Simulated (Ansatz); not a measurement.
Reaction (ligand exchange at the Si–N bond): `[SiH3][NH][AlH][SeH]` + `[OH][GeH3]` → `[SiH3][O][GeH3]` + `[NH2][AlH][SeH]`

Isolated molecules relaxed with PBE0-D4/def2-TZVP in Ansatz; ΔE leaves out vibrations. CCSD(T)/CBS adds triple-zeta CCSD(T) − MP2 to the extrapolated MP2 energy (def2 sets, frozen cores). Functionals use def2-TZVPP. B3LYP here is the variant with VWN-RPA as its local correlation; programs differ in this. For Ge, Se outer-core shells are correlated without core-valence functions, which leaves a few kJ/mol of doubt a bond. Scalar relativity is left out up to krypton. One conformer a species, not always the lowest.

```json
{"level": "PBE-D4", "ΔE (kJ/mol)": "-39.1", "difference from CCSD(T)/CBS": "7.4"}
{"level": "r2SCAN-D4", "ΔE (kJ/mol)": "-46.2", "difference from CCSD(T)/CBS": "0.3"}
{"level": "B3LYP-D4", "ΔE (kJ/mol)": "-47.6", "difference from CCSD(T)/CBS": "-1.1"}
{"level": "ωB97X-V", "ΔE (kJ/mol)": "-47.4", "difference from CCSD(T)/CBS": "-0.9"}
{"level": "ωB97M-V", "ΔE (kJ/mol)": "-46.3", "difference from CCSD(T)/CBS": "0.2"}
{"level": "PBE", "ΔE (kJ/mol)": "-41.5", "difference from CCSD(T)/CBS": "5.0"}
{"level": "r2SCAN", "ΔE (kJ/mol)": "-46.8", "difference from CCSD(T)/CBS": "-0.3"}
{"level": "SCS-MP2/def2-TZVPP", "ΔE (kJ/mol)": "-49.1", "difference from CCSD(T)/CBS": "-2.6"}
{"level": "HF/CBS(def2)", "ΔE (kJ/mol)": "-62.8", "difference from CCSD(T)/CBS": "-16.3"}
{"level": "MP2/CBS(def2)", "ΔE (kJ/mol)": "-46.2", "difference from CCSD(T)/CBS": "0.3"}
{"level": "CCSD(T)/CBS", "ΔE (kJ/mol)": "-46.5", "difference from CCSD(T)/CBS": "0"}
```

Largest T1 diagnostic among the species: 0.012.

In def2-TZVPP, CCSD(T) changes the Hartree–Fock value by +15.4 kJ/mol (the triples alone add +2.5 kJ/mol) and MP2 by +15.7 kJ/mol. The D4 term adds +4.1 kJ/mol with B3LYP and +2.2 kJ/mol with PBE0; it sums over pairs of atoms, weighted by their polarisabilities, and B3LYP, whose exchange is more repulsive, gets the larger term.
